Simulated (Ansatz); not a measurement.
`C/C=[CH]\[GaH2]`, one more setting.

```yaml
crystal:
  periodic: [false, false, false]
  atoms:
    - {symbol: C, position_ang: [-1.167478, 1.014216, 0.074347]}
    - {symbol: C, position_ang: [-0.886115, -0.398461, 0.449272]}
    - {symbol: C, position_ang: [0.256809, -1.071252, 0.268842]}
    - {symbol: Ga, position_ang: [1.894172, -0.395834, -0.540725]}
    - {symbol: H, position_ang: [-0.309256, 1.497982, -0.392863]}
    - {symbol: H, position_ang: [-2.015251, 1.065004, -0.616837]}
    - {symbol: H, position_ang: [-1.456589, 1.593970, 0.957141]}
    - {symbol: H, position_ang: [-1.725707, -0.913847, 0.921283]}
    - {symbol: H, position_ang: [0.262388, -2.104169, 0.613990]}
    - {symbol: H, position_ang: [2.019845, 1.075398, -1.078503]}
    - {symbol: H, position_ang: [3.127192, -1.363008, -0.655956]}
basis:
  gaussian: {orbitals: def2-mTZVP, point_charges: [{charge: 0.50, position_ang: [5.779, 0.180, -0.917]}]}
hamiltonian: {xc: {name: B97}}
scf: {lower_state_search: full}
output: {forces: true}
```

```sh
$ ansatz run in.yaml --threads 4 --pin off --events-out ev --progress --plain --max-ram 10444MiB
```

Shortened log:

```
Functional definition: B97
1111 factors; integrals over basis functions are off by at most 1.0e-3 eV
mean field evaluation 1: about -55589.7474 eV, gradient 6.5e1 eV
mean field evaluation 2: about -55589.8858 eV, gradient 6.5e1 eV
mean field evaluation 4: about -55598.4819 eV, gradient 1.8e1 eV
mean field evaluation 8: about -55599.4502 eV, gradient 1.2e-1 eV
mean field evaluation 16: about -55599.4587 eV, gradient 2.3e-5 eV
mean field -55599.45870741 eV, -2043.2424208305 hartree, gradient 2.6e-5 eV, S^2 0.000000; 0 other end points of the search recorded, 0 dependent functions left out
reference -55599.45873620 eV, -2043.2424218887 hartree; 28, 28 occupied and 86, 86 virtual orbitals, 1111 factors
Total energy: -55599.45873620 eV, -2043.2424218887 hartree
Atom 0 at    -1.167478     1.014216     0.074347 Å, force    -0.072377     0.193771    -0.040607 eV/Å
Atom 1 at    -0.886115    -0.398461     0.449272 Å, force    -0.241632     0.047693     0.073205 eV/Å
Atom 2 at     0.256809    -1.071252     0.268842 Å, force     0.305856    -0.318922    -0.000130 eV/Å
Atom 3 at     1.894172    -0.395834    -0.540725 Å, force    -0.349256     0.042628     0.040777 eV/Å
Atom 4 at    -0.309256     1.497982    -0.392863 Å, force    -0.015945     0.058456    -0.017539 eV/Å
Atom 5 at    -2.015251     1.065004    -0.616837 Å, force    -0.036909     0.019931    -0.032917 eV/Å
Atom 6 at    -1.456589     1.593970     0.957141 Å, force    -0.017895     0.041296     0.032689 eV/Å
Atom 7 at    -1.725707    -0.913847     0.921283 Å, force    -0.022280    -0.030061     0.018314 eV/Å
Atom 8 at     0.262388    -2.104169     0.613990 Å, force     0.024081    -0.057465     0.006564 eV/Å
Atom 9 at     2.019845     1.075398    -1.078503 Å, force     0.168698     0.115458    -0.055932 eV/Å
Atom 10 at     3.127192    -1.363008    -0.655956 Å, force     0.344048    -0.067195    -0.013199 eV/Å
Dipole moment:    -0.520623     0.048286     0.133472 e Å
```

Run time 2.5 s (4 threads of an Intel Xeon 6975P-C on a shared host); peak host memory 0.42 GiB.
